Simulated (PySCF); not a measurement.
## $^{29}$Si chemical shifts

[PySCF 2.14: geometry from GFN2-xTB; shielding tensors at PBE0/pcSseg-1 (GIAO); averaged over atoms made equivalent by symmetry, fast rotation or ring inversion; no solvent model; non-relativistic Hamiltonian; a single conformation]

Shieldings were converted by a linear fit to measured shifts: $^{29}$Si (scatter 8.9 ppm rms, 25.8 ppm with the 6 outliers that the fit left out vs TMS, solution or neat liquid). A few per cent of atoms miss by over 2 rms, more outside the fitted compound classes.

Question: Order these by $^{29}$Si shift, lowest first.
A. C=C(F)/C=C/[SiH2]C#N
B. CCN[SiH2][C@@H](C)CC
C. C#C[SiH2][C@](C)(F)C#N
D. N#Cc1c(Cl)nnn1[SiH3]
E. N#CC(/C=C\F)=C/[SiH3]
F. C=C(/C=C\C#N)[SiH2]F

Answer: E (-78.6 ppm, silicon bonded to C, 3 H), A (-64.7 ppm, silicon bonded to 2 C, 2 H), C (-53.9 ppm, silicon bonded to 2 C, 2 H), D (-43.9 ppm, silicon bonded to N, 3 H), B (-25.6 ppm, silicon bonded to C, N, 2 H), F (-16.7 ppm, silicon bonded to C, F, 2 H).
